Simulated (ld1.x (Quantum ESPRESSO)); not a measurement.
## What one change does to a pseudopotential (indium (In), ultrasoft)

- Element: indium (In)
- Generator: ld1.x (Quantum ESPRESSO) 7.5
- Type: ultrasoft
- Functional: LDA (PZ)
- Relativity: scalar-relativistic
- Frozen core: [Kr] 4d10
- Valence charge: 3
- Reference configuration: 5s1.75 5p1.25
- Partial waves: 5s (bound): rcut 1.90, rcutus 2.45 bohr; 5s channel at 2.25 Ry: rcut 1.90, rcutus 2.45 bohr; 5p (bound): rcut 2.45, rcutus 3.25 bohr; 5p channel at 0.5 Ry: rcut 2.45, rcutus 3.25 bohr; 5d channel at 0.45 Ry: rcut 2.35, rcutus 3.25 bohr; 5d channel at 0.95 Ry: rcut 2.35, rcutus 3.25 bohr
- Local potential: all-electron potential smoothed inside 2.25 bohr (lloc = -1)
- Core correction: none
- Augmentation charge: PSQ, radius 2.10 bohr

Change: all radii scaled by about 0.91 (s 2.22, p 2.94, d 2.94 bohr, rcut 1.72/2.22/2.12); local potential all-electron potential smoothed inside 2.04 bohr (lloc = -1); augmentation PSQ, radius 1.90 bohr.

Cutoffs: the cutoffs (Ry, on a coarse ladder) from which the occupation-weighted sum of valence levels, in a spherical-Bessel basis at the reference potential, stays within 10 and 1 mRy of its value at 400 Ry; they do not see the model core or the augmentation charge, which bear on the density cutoff. Errors are all-electron minus pseudo energies relative to the spin-unpolarised reference configuration.

Task: What does the change do?

Result: Both files are very soft, the changed one slightly harder (loose and tight cutoff 6 and 6 Ry → 6 and 8 Ry on this coarse ladder); a bound ghost appears in d, which as a rule spoils a file; the errors of the 9 common tests hardly move.

```tsv
quantity	base	changed
cutoff, loose	6 Ry	6 Ry
cutoff, tight	6 Ry	8 Ry
bound ghosts	none	d
error for 5s2 5p1, meV [ΔE -1.46 eV]	+1.4	+1.3
error for 5s2 5p0, meV [ΔE 4.14 eV]	+18	+18
error for 5s1 5p0, meV [ΔE 23.80 eV]	+137	+130
error for 5s2 5p1.3, meV [ΔE -2.04 eV]	+1.3	+1.1
error for 5s2 5p0.5, meV [ΔE 0.59 eV]	+4.8	+5.0
error for 5s0 5p3, meV [ΔE 10.71 eV]	+87	+90
error for 5s1 5p2, meV [ΔE 4.48 eV]	+13	+13
error for 5s1.75 5p1.25 (spin-polarised), meV [ΔE -0.26 eV]	+64	+68
error for 5s2 5p1 (spin-polarised), meV [ΔE -1.57 eV]	+20	+21
lowest overlap eigenvalue by channel	s 0.54, p 0.56, d 0.85	s 0.47, p 0.53, d 0.85
```

 A true bound ghost makes a file unfit for plane-wave use even where its test errors are small: the radial tests pick states by their node count and pass the ghost by.
